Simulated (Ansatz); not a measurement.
The lowest singlet and triplet of F2Si (SMILES F[Si]F); geometries from B3LYP-D3(BJ)/def2-TZVP, each state relaxed from the structure named, with no frequency check.
Singlet at the triplet's geometry (charge 0, multiplicity 1):
```xyz
3

F     -1.3456    -0.3843     0.0000
Si    -0.0004     0.4926     0.0000
F      1.3463    -0.3819     0.0000
```

A positive gap puts the triplet lower; no zero-point energy. R- takes a restricted singlet. U- takes an unrestricted singlet (broken symmetry where lower, unprojected). The triplet is unrestricted in single-reference levels. Active spaces average the two states.

Cores are frozen in the correlated methods.

Programs: Ansatz (Gaussian basis) for Hartree–Fock, density functionals and correlated methods. Values without a source in brackets are computed.

**Question.** One of these levels gives -196.0 kJ/mol for the gap E(singlet) − E(triplet), vertical, at the triplet's geometry. Which?
A. R-B2PLYP/def2-TZVPP
B. SA-CASSCF(2,2)/cc-pV(D+d)Z
C. U-HF/cc-pV(T+d)Z (spin-contaminated)

**Answer.** C, U-HF/cc-pV(T+d)Z (spin-contaminated). The others give -291.2 (R-B2PLYP/def2-TZVPP), -259.6 (SA-CASSCF(2,2)/cc-pV(D+d)Z)

Ansatz is a program for electronic structure.
